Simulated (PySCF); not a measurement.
Spectrum to structure. The calculation used TDDFT CAM-B3LYP/def2-SVPD, vertical, gas phase, core orbitals frozen in the response in PySCF. Geometries: GFN2-xTB, one conformer each.

```json
{"state": "S1", "E (eV)": "7.72", "λ (nm)": "160.7", "f": "0.0079"}
{"state": "S2", "E (eV)": "7.87", "λ (nm)": "157.6", "f": "0.0037"}
{"state": "S3", "E (eV)": "7.96", "λ (nm)": "155.7", "f": "0.0066"}
{"state": "S4", "E (eV)": "8.18", "λ (nm)": "151.7", "f": "0.064"}
{"state": "S5", "E (eV)": "8.22", "λ (nm)": "150.8", "f": "0.056"}
{"state": "S6", "E (eV)": "8.34", "λ (nm)": "148.7", "f": "0.028"}
{"state": "S7", "E (eV)": "8.39", "λ (nm)": "147.8", "f": "0.0094"}
{"state": "S8", "E (eV)": "8.50", "λ (nm)": "145.8", "f": "0.033"}
```

Triplets computed (Tamm–Dancoff): 7.41, 7.63, 7.66 eV.

Problem. Which candidate is it?
A. `OCC([SiH3])([SiH3])[SiH3]`
B. `COc1ccoc1`
C. `C[SiH2][SiH2]/C(=C\F)[SiH3]`
D. `[Si@H](C)(OC)O[SiH2]C`

Solution. D. Its S1, at 7.72 eV, is the highest among the candidates; the nearest of the others has S1 at 6.93 eV. S1 is HOMO→LUMO (51%), HOMO→LUMO+1 (15%). Löwdin shares by element: HOMO oxygen 34%, silicon 16% or more, carbon 15% or more (atoms not listed hold the other 35%); LUMO silicon 31%, carbon 20% or more (atoms not listed hold the other 49%). At the same level the other candidates give, for their lowest levels:
- `C[SiH2][SiH2]/C([SiH3])=C\F`: 6.30 eV (f 0.105); 6.66 eV (f 0.053); 6.72 eV (f 0.016); 7.15 eV (f 0.088); 7.29 eV (f 0.009); T1 4.19 eV; HOMO -8.95, LUMO 0.30 eV
- `OCC([SiH3])([SiH3])[SiH3]`: 6.93 eV (f 0.001); 7.60 eV (f 0.009); 7.76 eV (f 0.001); 8.03 eV (f 0.033); 8.06 eV (f 0.011); T1 6.65 eV; HOMO -9.38, LUMO 0.82 eV
- `COc1ccoc1`: 6.06 eV (f 0.111); 6.22 eV (f 0.011); 6.68 eV (f 0.007); 6.87 eV (f 0.056); 6.90 eV (f 0.017); T1 4.04 eV; HOMO -7.65, LUMO 1.35 eV

Shape of the structure used: `[CH3:1][O:2][Si@H:3]([CH3:4])[O:5][SiH2:6][CH3:7]`: C1–O2–Si3–C4 172°, O2–Si3–O5–Si6 60°, Si3–O5–Si6–C7 -52°.
